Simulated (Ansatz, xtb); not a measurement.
Lewis adduct: GaH2I (SMILES [GaH2][I]) (first 4 atoms) with H2O (SMILES O); geometry from B3LYP-D3(BJ)/def2-TZVP, rigid monomers moved along the line of their centres of mass till Ga1···O5 is 2.94 Å.
(charge 0, multiplicity 1):
```json
[
 {"atom": "Ga", "x (Å)": "-0.0273", "y (Å)": "-1.2065", "z (Å)": "1.5089"},
 {"atom": "I", "x (Å)": "-0.1618", "y (Å)": "1.0681", "z (Å)": "0.2849"},
 {"atom": "H", "x (Å)": "1.3965", "y (Å)": "-1.8371", "z (Å)": "1.4839"},
 {"atom": "H", "x (Å)": "-1.4106", "y (Å)": "-1.9196", "z (Å)": "1.6619"},
 {"atom": "O", "x (Å)": "0.0235", "y (Å)": "-0.3406", "z (Å)": "4.3152"},
 {"atom": "H", "x (Å)": "0.1880", "y (Å)": "0.5882", "z (Å)": "4.0833"},
 {"atom": "H", "x (Å)": "-0.8479", "y (Å)": "-0.3666", "z (Å)": "4.7328"}
]
```

Monomers are frozen at their geometry in the pair; levels with a basis set take the counterpoise correction.

Correlated levels freeze the cores. Filled d and f shells under p-block atoms count as core. CBS: X⁻³ extrapolation of the correlation energy, Hartree–Fock from the larger set.

Codes used: Ansatz (a first-principles code) with Gaussian orbitals; xtb for the GFN methods.  In def2 rows elements past Kr take small-core potentials, without spin–orbit coupling.

**Question.** Estimate the interaction energy that CCSD(T)/CBS(def2-SVPD, def2-TZVPPD) returns for this input.

**Answer.** -9.0 kcal/mol

**Question.** Give the interaction energy at the level GFN1-xTB.

**Answer.** -11.0 kcal/mol

**Question.** Give the interaction energy at the level PBE0/def2-TZVPPD.

**Answer.** -8.4 kcal/mol
